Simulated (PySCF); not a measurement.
## Electronic structure of B²⁺ (boron, charge +2) at the UHF level

Configuration: [He] 2s1, 2S determinant. Computed with PySCF 2.14 in jorge-DZP-DKH (4s2p1d, 15 functions), with the spin-free X2C one-electron Hamiltonian (Gaussian nucleus).

```json
{"Total energy": "-23.380632 hartree", "One-electron energy": "-27.7477 hartree", "Hartree (Coulomb) energy": "7.5977 hartree", "Exchange energy": "-3.2306 hartree", "⟨S²⟩": "0.7500", "⟨L²⟩": "0.000", "Sum of ⟨r⟩": "2.289 bohr", "Sum of ⟨r²⟩": "3.427 bohr²", "Langevin diamagnetic susceptibility": "-2.71 ×10⁻⁶ cm³/mol", "Time after the integrals": "0.02 s of wall time on 1 thread of Intel(R) Xeon(R) 6975P-C (shared host)"}
```

```json
{"shell": "1s α", "electrons": "1", "mean orbital energy (eV)": "-240.64", "rms radius, mean of both spins (bohr)": "0.377"}
{"shell": "1s β", "electrons": "1", "mean orbital energy (eV)": "-238.94", "rms radius, mean of both spins (bohr)": "0.377"}
{"shell": "2s α", "electrons": "1", "mean orbital energy (eV)": "-37.809", "rms radius, mean of both spins (bohr)": "1.77"}
```
